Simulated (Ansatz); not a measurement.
Ansatz (an electronic-structure program) input (B3LYP/3-21G): The .json file is the Basis Set Exchange's 3-21G.

Ansatz 0.2 input:
```yaml
crystal:
  periodic: [false, false, false]
  atoms:
    - {symbol: Ge, position_ang: [0.14873900, -0.02319700, 0.18657300]}
    - {symbol: O, position_ang: [0.91303700, 0.23121500, -1.31521300]}
    - {symbol: O, position_ang: [-1.50799500, -0.13842500, 0.56892200]}
basis:
  gaussian:
    orbitals: 3-21G.json
hamiltonian:
  xc: {name: B3LYP}
total_charge: -1
magnetization: {spin_polarized: true, initial_magnetization: 1}
output: {forces: true}
```

Output:

```
Functional definition: B3LYP
integrals: 0.01 GiB planned
389 factors; integrals over basis functions are off by at most 2.1e-4 eV
mean field: 0.16 GiB planned
mean field evaluation 1: about -60316.3037 eV, gradient 1.6e1 eV
mean field evaluation 2: about -60311.6602 eV, gradient 3.7e1 eV
mean field evaluation 4: about -60317.5243 eV, gradient 2.1e-1 eV
mean field evaluation 8: about -60317.5381 eV, gradient 2.0e-2 eV
mean field evaluation 16: about -60316.4234 eV, gradient 7.8e0 eV
mean field -60317.53813533 eV, -2216.6286417778 hartree, gradient 4.3e-5 eV, S^2 0.756447; 3 other end points of the search recorded, 0 dependent functions left out
the calculation of the forces begins
reference -60317.53831051 eV, -2216.6286482153 hartree; 25, 24 occupied and 16, 17 virtual orbitals, 389 factors
Total energy: -60317.53831051 eV, -2216.6286482153 hartree
Atom 0 at     0.148739    -0.023197     0.186573 Å, force     0.282547    -0.044066     0.354416 eV/Å
Atom 1 at     0.913037     0.231215    -1.315213 Å, force    -0.607797    -0.049195     0.185857 eV/Å
Atom 2 at    -1.507995    -0.138425     0.568922 Å, force     0.325250     0.093261    -0.540273 eV/Å
Dipole moment:     0.134616    -0.020995     0.168857 e Å
```

The dipole moment of an ion depends on the origin.

The geometry given is a B3LYP-D3(BJ)/def2-TZVP minimum.
